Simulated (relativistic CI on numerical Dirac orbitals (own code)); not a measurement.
**Energy levels of Hf63+**

Calculated at this level of theory: Dirac-Coulomb-Breit CI, separate exchange-only KLI orbitals for each configuration, a model potential for QED, unscaled Slater integrals (own radial code, finite nucleus).

Configuration list (outside the closed core 1s2): 2s²2p⁵, 2s2p⁶, 2p⁶3s, 2p⁶3p, 2s²2p⁴3s, 2p⁶3d, 2s²2p⁴3p, 2s²2p⁴3d, 2s2p⁵3s, 2s2p⁵3p, 2s2p⁵3d, 2s²2p⁴4s, 2s²2p⁴4p, 2s²2p⁴4d, 2s²2p⁴4f, 2s²2p³3s². Levels of other configurations are missing.

```
No.  Configuration  Term    J   E (eV)   %  Next component (%)  Landé g
 41        2s2p⁵3s   ²P°  1/2   9711.4  47     19 2s²2p⁴3p ²P°    1.093
 42       2s²2p⁴3p   ²D°  5/2   9720.2  67              14 ²F°    1.190
 43        2s2p⁵3s   ²P°  3/2   9725.3  28     24 2s²2p⁴3p ²P°    1.364
 44        2s2p⁵3p    ⁴P  3/2   9746.3  44               30 ⁴S    1.641
 45        2s2p⁵3p    ²D  5/2   9747.2  43               39 ⁴D    1.298
 46       2s²2p⁴3p   ²P°  1/2   9774.3  83               7 ⁴D°    0.650
 47        2s2p⁵3p    ²P  1/2   9824.6  28               22 ²S    1.147
 48       2s²2p⁴3d    ⁴D  1/2   9825.1  63               14 ²P    0.417
 49        2s2p⁵3p    ²D  3/2   9827.6  52               20 ⁴D    0.995
 50       2s²2p⁴3d    ⁴F  3/2   9836.8  34               31 ⁴D    0.918
 51       2s²2p⁴3d    ⁴F  5/2   9842.6  57               24 ²F    1.006
 52       2s²2p⁴3d    ²G  7/2   9849.8  61               24 ²F    0.980
 53       2s²2p⁴3d    ²S  1/2   9871.9  33               31 ⁴P    1.742
 54       2s²2p⁴3d    ²F  5/2   9872.0  45               33 ²D    1.067
 55       2s²2p⁴3d    ²P  3/2   9877.7  34               31 ²D    1.185
 56       2s²2p⁴3d    ⁴D  7/2   9910.5  43               42 ⁴F    1.289
 57       2s²2p⁴3d    ²F  5/2   9924.0  45               34 ⁴P    1.175
 58       2s²2p⁴3d    ²P  3/2   9924.9  47               20 ⁴P    1.278
 59       2s²2p⁴3d    ²G  9/2   9931.0  68               32 ⁴F    1.159
 60       2s²2p⁴3d    ²D  5/2   9939.5  64               17 ⁴P    1.200
 61       2s²2p⁴3d    ²F  7/2   9946.0  74               11 ⁴F    1.138
 62       2s²2p⁴3d    ²D  3/2   9968.4  67               21 ²P    0.893
 63       2s²2p⁴3d    ²P  1/2   9974.5  67               31 ²S    1.109
 64        2s2p⁵3p    ⁴D  7/2  10086.5  99                        1.402
 65        2s2p⁵3p    ²P  3/2  10094.0  57               29 ⁴S    1.449
 66        2s2p⁵3p    ⁴P  5/2  10100.2  57               40 ²D    1.405
 67        2s2p⁵3p    ²P  1/2  10121.1  46               42 ²S    1.258
 68        2s2p⁵3p    ²D  5/2  10173.1  68               21 ⁴D    1.259
 69        2s2p⁵3p    ²P  3/2  10179.7  51               29 ²D    1.251
 70        2s2p⁵3p    ²S  1/2  10209.2  54               23 ²P    1.762
```

Energies count from the lowest computed level; ° marks odd parity.

The mean weight of the leading LS term, summed over parents, in these 30 levels is 54 %, and that of the leading jj configuration (from the same eigenvectors) 94 %, so jj coupling describes them better and the LS labels are nominal.

At this charge energies of transitions that change n are usually good to better than 1 %, and those within a shell (Δn = 0) to a few per cent.

LS names give the leading component of a level, which can be under half, so a name can repeat, a term be missing and a line seem to break the LS rules.
